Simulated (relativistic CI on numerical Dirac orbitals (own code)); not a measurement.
## Spin-allowed bands of a d2 ion in an octahedral site, by hand

Problem. Take Δ = 13300 cm⁻¹ and B = 380 cm⁻¹ for a d2 ion in an octahedral site. Calculate the three spin-allowed bands.

Working.
1. The terms of highest spin are 3F (energy 0) and 3P (15B = 5700 cm⁻¹). Here the F term splits into A2 at +1.2Δ = 15960, T2 at +0.2Δ = 2660 and T1 at −0.6Δ = -7980 cm⁻¹.
2. The two T1 states mix through the element 0.4Δ: H = [[-7980, 5320], [5320, 5700]], with roots ½(H₁₁ + H₂₂) ∓ ½√[(H₂₂ − H₁₁)² + 4H₁₂²] = ½(-2280) ∓ ½(17331) = -9805 and 7525 cm⁻¹.
3. The ground term is 3T1 at -9805 cm⁻¹.
4. Bands: 3T2 12465 cm⁻¹ (802 nm), 3T1(P) 17331 cm⁻¹ (577 nm), 3A2 25765 cm⁻¹ (388 nm).

Check. Exact diagonalisation of the whole d2 shell with these parameters gives 3T2 12465, 3T1 17331, 3A2 25765 cm⁻¹. The match is exact, since without spin-orbit coupling no other term has this spin. The ratio of the second band to the first, 1.390, depends on Δ/B = 35.0 alone, which is how a Tanabe-Sugano diagram is read.
